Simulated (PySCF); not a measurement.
Species: Ge2H9NSi.
Atom-mapped SMILES: `[NH2:1][GeH2:2][GeH2:3][SiH3:4]` (hydrogens: H5, H6 on N1; H7, H8 on Ge2; H9, H10 on Ge3; H11, H12, H13 on Si4)

Geometry (PBE0-D3(BJ)/def2-SVP, Å), atoms numbered from 1 in this order:
```xyz
13
Ge2H9NSi angstrom
N     -1.6793    1.0555   -0.2256
Ge    -1.5347   -0.7886   -0.2180
Ge     0.8328   -1.1730   -0.5717
Si     1.9049    0.8254    0.1633
H     -1.3989    1.4849   -1.1043
H     -2.6028    1.4079    0.0155
H     -2.4391   -1.5098   -1.2530
H     -1.9661   -1.2393    1.1918
H      1.1456   -1.4401   -2.0592
H      1.3245   -2.3926    0.2335
H      1.5219    1.1175    1.5760
H      3.3934    0.6897    0.0862
H      1.4942    1.9650   -0.7118
```

Computed with core-valence-separated Tamm–Dancoff BHandHLYP/aug-pcX-1 (pcseg-1 on H, def2-SVPD on Si, def2-SVPD on Ge) in PySCF, non-relativistic, gas phase, PBE0-D3(BJ)/def2-SVP geometry. The energies are unshifted.

What does the N 1s absorption edge look like?

| E (eV) | f | core hole on | main final orbital |
| --- | --- | --- | --- |
| 398.63 | 0.0101 | N1 | LUMO (71 %) |
| 399.75 | 0.0370 | N1 | spread |
| 400.05 | 0.0331 | N1 | spread |
| 400.75 | 0.0056 | N1 | LUMO+3 (47 %) |
| 400.84 | 0.0045 | N1 | LUMO+1 (32 %) |
| 401.04 | 0.0051 | N1 | spread |
| 401.51 | 0.0070 | N1 | spread |

The first line with a tenth or more of the strongest one's intensity is at 398.63 eV (f = 0.010), with the hole on N1 (nitrogen bonded to Ge and 2 H). The strongest listed is at 399.75 eV (f = 0.037; N1).

Roots within 0.03 eV whose holes lie on the same, on equivalent or on shared atoms are summed into one line, and the highest roots are left out, as the search may have cut off their partners. Final orbitals are the ground state's empty Kohn–Sham orbitals.

What is the summed oscillator strength of the listed N K lines, and their intensity-weighted mean energy?

Σf = 0.102 over 7 lines from 398.63 to 401.51 eV; the weighted mean is 400.02 eV. The strongest line holds 36 % of the sum.

The list ends where the root search ended, not at a threshold. The BHandHLYP/aug-pcX-1 (pcseg-1 on H, def2-SVPD on Si, def2-SVPD on Ge) calculation is non-relativistic and has no spin–orbit coupling, an omission that weighs most on germanium.

One conformer stands for the species.
